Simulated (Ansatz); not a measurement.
Job for Ansatz (a program for electronic structure): U-B3LYP/cc-pV(T+d)Z on FHSi (SMILES F[SiH]), a point of a bond scan (R = 2.187 Å). Files ending in .json are basis or fitting sets from the Basis Set Exchange.

Ansatz 0.2 input:
```yaml
crystal:
  periodic: [false, false, false]
  atoms:
    - {symbol: Si, position_ang: [-0.20727404, -0.34538525, 0.44957300]}
    - {symbol: H, position_ang: [-1.00310898, -1.19489806, -0.55576776]}
    - {symbol: F, position_ang: [0.65828775, 1.02542858, -1.01808869]}
basis:
  gaussian:
    orbitals: cc-pV_T+d_Z.json
hamiltonian:
  xc: {name: B3LYP}
magnetization: {spin_polarized: true, initial_magnetization: 0}
```

Program output:

```
WARN ansatz: RAYON_NUM_THREADS=1 ignored (pool sized by the plan → 1); use --threads N
Functional definition: B3LYP
integrals: 0.01 GiB planned
523 factors; their error is unknown
mean field: 0.22 GiB planned
mean field evaluation 1: about -10606.8983 eV, gradient 3.2e1 eV
mean field evaluation 2: about -10484.7183 eV, gradient 1.5e2 eV
mean field evaluation 4: about -10610.5743 eV, gradient 4.9e0 eV
mean field evaluation 8: about -10610.7234 eV, gradient 6.4e-2 eV
mean field evaluation 16: about -10609.7560 eV, gradient 4.3e0 eV
mean field -10610.72342077 eV, -389.9368935067 hartree, gradient 2.6e-5 eV, S^2 0.000000; 1 other end points of the search recorded, 0 dependent functions left out
reference -10610.72358594 eV, -389.9368995765 hartree; 12, 12 occupied and 71, 71 virtual orbitals, 523 factors
Total energy: -10610.72358594 eV, -389.9368995765 hartree
```

The calculation finished and met its thresholds.

Cost: roughly 1.6 core-seconds.
